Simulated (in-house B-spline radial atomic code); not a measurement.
Orbital energies and mean radii along the 11-electron series, configuration [Ne] 3s1. The effective charge is n√(-2ε), a non-relativistic measure. Computed with a radial B-spline atomic code at the basis-set limit: Dirac-Hartree-Fock, average of the configuration, finite nuclei.

| ion | Z | energy of 3s1/2 (Eh) | mean radius of 3s1/2 (bohr) | energy of 1s1/2 (Eh) | mean radius of 1s1/2 (bohr) | effective charge of 3s1/2 |
| --- | --- | --- | --- | --- | --- | --- |
| Pm50+ | 61 | -164.7 | 0.23224 | -1805.76 | 0.023153 | 54.449 |
| Sm51+ | 62 | -171.29 | 0.22762 | -1871.43 | 0.022717 | 55.527 |
| Eu52+ | 63 | -178.03 | 0.22317 | -1938.5 | 0.022294 | 56.608 |
| Gd53+ | 64 | -184.92 | 0.21885 | -2006.96 | 0.021883 | 57.693 |
| Tb54+ | 65 | -191.96 | 0.21468 | -2076.86 | 0.021483 | 58.781 |
| Dy55+ | 66 | -199.15 | 0.21064 | -2148.16 | 0.021094 | 59.872 |

How does the screening of 3s1/2 change?

Z less the effective charge goes from 6.55 at Z = 61 to 6.13 at Z = 66.
